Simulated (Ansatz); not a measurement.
Geometry optimisation, RKS r2SCAN-D4/def2-SVP in Ansatz.

Input file:

```yaml
crystal:
  periodic: [false, false, false]
  atoms:
    - { symbol: C, position_ang: [-1.1528, 1.8338, -0.7622] }
    - { symbol: B, position_ang: [-1.0707, 0.626, 0.1915] }
    - { symbol: Ge, position_ang: [0.7253, -0.0051, 0.7577] }
    - { symbol: Si, position_ang: [2.41295, 1.32835, -0.1037] }
    - { symbol: H, position_ang: [-0.7513, 2.7637, -0.3077] }
    - { symbol: H, position_ang: [-0.671, 1.6851, -1.727] }
    - { symbol: H, position_ang: [-2.2461, 2.0757, -0.9812] }
    - { symbol: H, position_ang: [-1.9936, 0.0763, 0.5588] }
    - { symbol: H, position_ang: [0.95701, -1.52691, 0.28937] }
    - { symbol: H, position_ang: [0.85756, 0.01427, 2.31197] }
    - { symbol: H, position_ang: [2.15367, 2.70684, 0.28145] }
    - { symbol: H, position_ang: [2.27174, 1.26718, -1.61506] }
    - { symbol: H, position_ang: [3.64388, 0.89457, 0.24574] }
basis:
  gaussian: { orbitals: def2-SVP }
hamiltonian:
  xc: r2scan
  dispersion: d4
relax:
  f_tol: 0.015
  max_steps: 40
```

Launched with:

```bash
$ ansatz run input.yaml --threads 2 --pin off --max-ram 3072MiB --backend cpu --events-out ev --progress --plain --runs-dir out
```

Q: Where does it end, and by what steps?

A: The run converged. After 33 steps the energy has fallen by 0.629 eV; H8 moved furthest, 1.89 Å.

```csv
step,energy less start (eV),largest force component (eV/Å),accepted
0,0.0000,3.222,yes
2,-0.5446,0.339,yes
4,-0.5564,0.218,yes
6,-0.5719,0.139,yes
8,-0.5795,0.029,yes
10,-0.5831,0.159,yes
12,-0.5878,0.085,yes
14,-0.5924,0.180,yes
16,-0.6008,0.131,yes
18,-0.6077,0.181,yes
20,-0.6154,0.283,yes
22,-0.6214,0.082,yes
24,-0.6255,0.108,yes
26,-0.6267,0.108,no
28,-0.6273,0.092,no
30,-0.6286,0.046,yes
32,-0.6288,0.022,yes
33,-0.6288,0.008,yes
```

```xyz
13
Properties=species:S:1:pos:R:3
C -1.587 1.433 -1.033
B -0.934 1.124 0.345
Ge 0.749 -0.034 0.554
Si 2.627 1.408 0.213
H -1.277 2.474 -1.267
H -1.285 0.801 -1.880
H -2.687 1.485 -0.974
H -1.362 1.681 1.334
H 0.869 -1.154 -0.500
H 0.927 -0.672 1.945
H 2.625 2.511 1.223
H 2.556 2.023 -1.149
H 3.914 0.658 0.329
```

Time of the run: 2.3 min on 2 threads of Arm Neoverse V2, on a shared host, peak memory 0.2 GiB.
